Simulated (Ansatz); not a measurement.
A run for Ansatz (a quantum-chemistry and plane-wave program): R-RI-MP2/aug-cc-pV(Q+d)Z on H2S (SMILES S). The basis file is the Basis Set Exchange's JSON of that set.

Ansatz 0.2 input:
```yaml
crystal:
  periodic: [false, false, false]
  atoms:
    - {symbol: S, position_ang: [0.00000000, -0.00000000, 0.61867212]}
    - {symbol: H, position_ang: [0.00000000, 0.97021160, -0.30933606]}
    - {symbol: H, position_ang: [-0.00000000, -0.97021160, -0.30933606]}
basis:
  gaussian:
    orbitals: aug-cc-pV_Q+d_Z.json
    fitting: {mean_field: def2-universal-JKFIT, correlation: aug-cc-pVQZ-RIFIT.json}
magnetization: {spin_polarized: false}
correlation: {method: mp2, electrons: outside_noble_gas}
scf: {lower_state_search: off}
```

Q: Give the final energy of this run.

A: -398.9277 hartree.
